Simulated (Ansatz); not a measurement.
A further run on tetraphenylgermane, `c1cc[c]([Ge]([c]2ccccc2)([c]2ccccc2)[c]2ccccc2)cc1`.

```yaml
crystal:
  periodic: [false, false, false]
  atoms:
    - {symbol: C, position_ang: [-1.585733, -3.615391, 2.712786]}
    - {symbol: C, position_ang: [-2.499238, -2.751123, 2.088417]}
    - {symbol: C, position_ang: [-2.033161, -1.702359, 1.278866]}
    - {symbol: C, position_ang: [-0.649404, -1.502146, 1.084569]}
    - {symbol: Ge, position_ang: [-0.000352, -0.000088, 0.000434]}
    - {symbol: C, position_ang: [0.047193, 1.631841, 1.090038]}
    - {symbol: C, position_ang: [0.881002, 2.712217, 0.729280]}
    - {symbol: C, position_ang: [0.886177, 3.896920, 1.483597]}
    - {symbol: C, position_ang: [0.057801, 4.015122, 2.611022]}
    - {symbol: C, position_ang: [-0.772721, 2.945695, 2.982960]}
    - {symbol: C, position_ang: [-0.775893, 1.762175, 2.227873]}
    - {symbol: C, position_ang: [-1.210259, 0.255070, -1.524057]}
    - {symbol: C, position_ang: [-1.783057, -0.855989, -2.179843]}
    - {symbol: C, position_ang: [-2.615283, -0.678467, -3.297160]}
    - {symbol: C, position_ang: [-2.887108, 0.614626, -3.771809]}
    - {symbol: C, position_ang: [-2.326808, 1.728252, -3.125506]}
    - {symbol: C, position_ang: [-1.495782, 1.548536, -2.008354]}
    - {symbol: C, position_ang: [1.811318, -0.385392, -0.649510]}
    - {symbol: C, position_ang: [2.934282, -0.153666, 0.173814]}
    - {symbol: C, position_ang: [4.228251, -0.466853, -0.273518]}
    - {symbol: C, position_ang: [4.415658, -1.013743, -1.553004]}
    - {symbol: C, position_ang: [3.306953, -1.245440, -2.383013]}
    - {symbol: C, position_ang: [2.014452, -0.931188, -1.934027]}
    - {symbol: C, position_ang: [0.256908, -2.380429, 1.714134]}
    - {symbol: C, position_ang: [-0.206778, -3.429169, 2.524100]}
    - {symbol: H, position_ang: [-1.950001, -4.439156, 3.346160]}
    - {symbol: H, position_ang: [-3.581651, -2.897322, 2.229486]}
    - {symbol: H, position_ang: [-2.759544, -1.037283, 0.783598]}
    - {symbol: H, position_ang: [1.543967, 2.626015, -0.147232]}
    - {symbol: H, position_ang: [1.542711, 4.731567, 1.191666]}
    - {symbol: H, position_ang: [0.062870, 4.942532, 3.204597]}
    - {symbol: H, position_ang: [-1.419994, 3.033093, 3.869658]}
    - {symbol: H, position_ang: [-1.424620, 0.925161, 2.533420]}
    - {symbol: H, position_ang: [-1.585580, -1.875043, -1.808679]}
    - {symbol: H, position_ang: [-3.057217, -1.554033, -3.798124]}
    - {symbol: H, position_ang: [-3.540817, 0.755161, -4.646656]}
    - {symbol: H, position_ang: [-2.542079, 2.744202, -3.492033]}
    - {symbol: H, position_ang: [-1.067830, 2.429535, -1.502855]}
    - {symbol: H, position_ang: [2.799883, 0.286680, 1.175439]}
    - {symbol: H, position_ang: [5.095773, -0.278590, 0.378290]}
    - {symbol: H, position_ang: [5.429866, -1.257623, -1.905634]}
    - {symbol: H, position_ang: [3.450802, -1.669558, -3.389136]}
    - {symbol: H, position_ang: [1.151752, -1.107547, -2.596949]}
    - {symbol: H, position_ang: [1.340920, -2.248532, 1.564592]}
    - {symbol: H, position_ang: [0.512400, -4.108274, 3.008296]}
basis:
  gaussian: {orbitals: pcseg-2, fitting: {mean_field: def2-universal-jkfit}}
magnetization: {spin_polarized: true, initial_magnetization: 2}
hamiltonian: {xc: {name: wB97}}
scf: {lower_state_search: off}
output: {forces: true}
```

```sh
$ ansatz run in.yaml --threads 2 --pin off --events-out ev --progress --plain --max-ram 22528MiB --backend cuda --devices 0, --max-vram 18GiB
```

Output, abridged:

```
Functional definition: wB97
2426 factors; integrals over basis functions are off by at most 1.0e0 eV
2426 factors; integrals over basis functions are off by at most 1.6e-5 eV
mean field evaluation 1: about -81716.9397 eV, gradient 5.8e1 eV
mean field evaluation 2: about -81726.2010 eV, gradient 4.2e1 eV
mean field evaluation 4: about -81733.9876 eV, gradient 4.4e0 eV
mean field evaluation 8: about -81734.4420 eV, gradient 8.5e-1 eV
mean field evaluation 16: about -81736.4357 eV, gradient 2.9e-1 eV
mean field -81736.43678890 eV, -3003.7586490453 hartree, gradient 2.9e-6 eV, S^2 2.101753; 0 other end points of the search recorded, 0 dependent functions left out
reference -81736.43676134 eV, -3003.7586480325 hartree; 99, 97 occupied and 944, 946 virtual orbitals, 2426 factors
Total energy: -81736.43676134 eV, -3003.7586480325 hartree
Atom 0 force     0.070191     0.139340    -0.102595 eV/Å
Atom 1 force     0.136087     0.009681    -0.018789 eV/Å
Atom 2 force     0.160446    -0.165260     0.110340 eV/Å
Atom 3 force    -0.160011    -0.296735     0.228453 eV/Å
Atom 4 force    -0.093997     0.133003     0.221263 eV/Å
Atom 5 force    -2.785753    -3.655885     1.211998 eV/Å
Atom 6 force     2.762897     4.074858    -0.936348 eV/Å
Atom 7 force    -0.058679    -0.181785    -0.062331 eV/Å
Atom 8 force     2.999933     3.708259    -1.435208 eV/Å
Atom 9 force    -2.823799    -4.195238     0.909036 eV/Å
Atom 10 force    -0.021401     0.430639     0.411419 eV/Å
Atom 11 force    -0.225326    -0.012229    -0.385070 eV/Å
Atom 12 force    -0.056299     0.243832    -0.101312 eV/Å
Atom 13 force     0.042772     0.112201     0.065611 eV/Å
Atom 14 force     0.115050    -0.019840     0.147853 eV/Å
Atom 15 force     0.003109    -0.118621     0.039826 eV/Å
Atom 16 force    -0.099998    -0.203627    -0.106314 eV/Å
Atom 17 force     0.383432    -0.088140    -0.139171 eV/Å
Atom 18 force     0.033481    -0.089877    -0.258022 eV/Å
Atom 19 force    -0.099116    -0.007135    -0.078815 eV/Å
Atom 20 force    -0.180848     0.028996     0.056218 eV/Å
Atom 21 force     0.009946     0.062973     0.123508 eV/Å
Atom 22 force     0.192992     0.047246     0.142953 eV/Å
Atom 23 force    -0.235187    -0.023486     0.026334 eV/Å
Atom 24 force    -0.109679     0.065741    -0.058112 eV/Å
Atom 25 force     0.193807     0.436569    -0.336491 eV/Å
Atom 26 force     0.574527     0.077698    -0.072541 eV/Å
Atom 27 force     0.354015    -0.325125     0.243359 eV/Å
Atom 28 force    -0.320648     0.094715     0.485611 eV/Å
Atom 29 force    -0.365561    -0.464361     0.162330 eV/Å
Atom 30 force     0.033822    -0.516522    -0.380887 eV/Å
Atom 31 force     0.346774    -0.107294    -0.521343 eV/Å
Atom 32 force     0.335391     0.444911    -0.145265 eV/Å
Atom 33 force    -0.095317     0.496644    -0.183266 eV/Å
Atom 34 force     0.232624     0.465350     0.264507 eV/Å
Atom 35 force     0.348353    -0.072854     0.464904 eV/Å
Atom 36 force     0.112361    -0.541460     0.191435 eV/Å
Atom 37 force    -0.208300    -0.404622    -0.246919 eV/Å
Atom 38 force     0.057518    -0.210046    -0.457253 eV/Å
Atom 39 force    -0.459681    -0.099994    -0.347962 eV/Å
Atom 40 force    -0.538996     0.129754     0.187873 eV/Å
Atom 41 force    -0.072597     0.223070     0.536250 eV/Å
Atom 42 force     0.432447     0.088409     0.321980 eV/Å
Atom 43 force    -0.535876    -0.072187     0.077658 eV/Å
Atom 44 force    -0.384907     0.358434    -0.256705 eV/Å
Dipole moment:    -0.009333     0.010804     0.017419 e Å
Checks for a lower state left out: stability, starts, cluster_reference, orbital_swaps, neighbouring_geometries, increment
```

Run time 34 s (2 threads of AMD EPYC 7R13 on a shared host and a share (18 GiB) of an NVIDIA H100 80GB HBM3), peak host memory 2 GiB.
